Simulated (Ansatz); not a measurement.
Cu2(OH)4 (Cu₂O₄H₄). The state is a triplet with charge 0. Geometry PBE-D4/def2-SVP; atoms count from 1.

```xyz
10

Cu    1.0526    0.9515    0.0523
O     1.9520    2.4671    0.4126
O    -0.0975    0.1989   -1.3305
Cu   -1.0189   -0.9852   -0.0847
O    -2.6143   -1.7950    0.1013
O     0.6459   -0.7552    0.9047
H     2.8752    2.4221    0.0918
H    -0.6920    0.8622   -1.7315
H    -2.6081   -2.6945   -0.2837
H     0.5050   -0.6718    1.8677
```

Question: Estimate the Mulliken populations from the PBE0/def2-TZVP orbitals of Ansatz.

Answer: 
| atom | charge (e) | spin (α − β) | d electrons |
| --- | --- | --- | --- |
| Cu1 | 0.62 | 0.60 | 9.44 |
| O2 | -0.61 | 0.24 | – |
| O3 | -0.68 | 0.17 | – |
| Cu4 | 0.63 | 0.60 | 9.44 |
| O5 | -0.61 | 0.24 | – |
| O6 | -0.68 | 0.17 | – |
| H7 | 0.33 | -0.01 | – |
| H8 | 0.34 | 0.00 | – |
| H9 | 0.33 | -0.01 | – |
| H10 | 0.34 | 0.00 | – |
Mulliken values depend strongly on the basis.

Question: Where does the spin sit?

Answer: Summed by element: Cu 1.20, O 0.82, H -0.01, of 2 unpaired in all. Largest on single atoms: Cu1 0.60, Cu4 0.60, O5 0.24.

Question: And the Mayer bond orders between heavy atoms (over 0.3)?

Answer: Cu1–O2 1.08 (1.80 Å); Cu1–O3 0.51 (1.95 Å); Cu1–O6 0.52 (1.95 Å); O3–Cu4 0.51 (1.95 Å); Cu4–O5 1.08 (1.80 Å); Cu4–O6 0.52 (1.95 Å).
